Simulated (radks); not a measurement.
Values are calculated unless marked as measured or tabulated.
Mean orbital radii <r> (bohr) of neutral chromium, [Ar] 3d5 4s1, at several levels of relativity; Dirac values are averaged over j with weights 2j + 1. Spin-unpolarised spherical Kohn-Sham, PBE, point nucleus unless stated (finite: rms radius 3.6452 fm), a radial shooting solver on a logarithmic mesh with Libxc functionals. A level marked "c x" has the speed of light scaled by that factor and shares open shells by 2j + 1; other Dirac levels either fill j = l - 1/2 first or share by 2j + 1.

shell	non-rel.	Dirac, 2j+1 shares	Dirac, low j first	Dirac, c x 0.75	change of magnitude, last against first (%)
1s	0.06419	0.06355	0.06355	0.06305	-1.78
2s	0.2960	0.2929	0.2929	0.2905	-1.86
2p	0.2609	0.2598	0.2598	0.2589	-0.78
3s	0.9102	0.9018	0.9019	0.8953	-1.64
3p	0.9693	0.9660	0.9661	0.9634	-0.61
4s	3.479	3.436	3.437	3.402	-2.22
3d	1.504	1.517	1.520	1.527	+1.50
4p (empty)	5.286	5.258	5.262	5.237	-0.94
